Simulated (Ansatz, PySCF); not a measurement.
C₂H₇MgNSe, SMILES C[N](C)[Mg][SeH]. Atoms are numbered in the order given.

```xyz
12

Mg    -0.3129     0.0055     0.0000
N     -2.2153     0.0013     0.0000
C     -3.0247    -0.0020    -1.1879
C     -3.0247    -0.0020     1.1879
H     -3.6866    -0.8934    -1.2523
H     -3.6937     0.8841    -1.2520
H     -2.4077     0.0007    -2.1041
H     -3.6937     0.8841     1.2520
H     -3.6866    -0.8934     1.2523
H     -2.4077     0.0007     2.1041
Se     2.1161     0.0359     0.0000
H      2.1389    -1.4378     0.0000
```
Charge 0, spin multiplicity 1.

The structure is a stationary point at PBE0-D3(BJ)/def2-SVP. Other conformers were not sampled.

Two levels are set side by side: PBE-D3(BJ)/def2-SVP (Ansatz, an electronic-structure program) and PBE0-D3(BJ)/def2-SVP (Ansatz). Each level has its own optimised geometry; the coordinates shown are those of the second. Frequencies come from the Hessian of PySCF at each geometry. Differences are taken from unrounded values.

| quantity | PBE0-D3(BJ) | PBE-D3(BJ) | PBE-D3(BJ) minus PBE0-D3(BJ) |
|---|---|---|---|
| mean bond length (Å) | 1.394 | 1.405 | 0.010 |
| bond Mg1–N2 (Å) | 1.902 | 1.918 | 0.016 |
| bond Mg1–Se11 (Å) | 2.429 | 2.442 | 0.013 |
| bond N2–C3 (Å) | 1.437 | 1.447 | 0.010 |
| bond N2–C4 (Å) | 1.437 | 1.447 | 0.010 |
| bond C3–H5 (Å) | 1.112 | 1.121 | 0.009 |
| bond C3–H6 (Å) | 1.112 | 1.121 | 0.009 |
| bond C3–H7 (Å) | 1.105 | 1.112 | 0.008 |
| bond C4–H8 (Å) | 1.112 | 1.121 | 0.009 |
| bond C4–H9 (Å) | 1.112 | 1.121 | 0.009 |
| bond C4–H10 (Å) | 1.105 | 1.112 | 0.008 |
| bond Se11–H12 (Å) | 1.474 | 1.488 | 0.014 |
| highest harmonic wavenumber (cm⁻¹) | 3081 | 2995 | -87 |
| mean harmonic wavenumber (cm⁻¹) | 1301 | 1256 | -44 |
| zero-point energy (kcal/mol) | 55.79 | 53.89 | -1.90 |

Exact exchange shortens and stiffens bonds; PBE has none. Differences between two approximate levels are no errors against the true value.
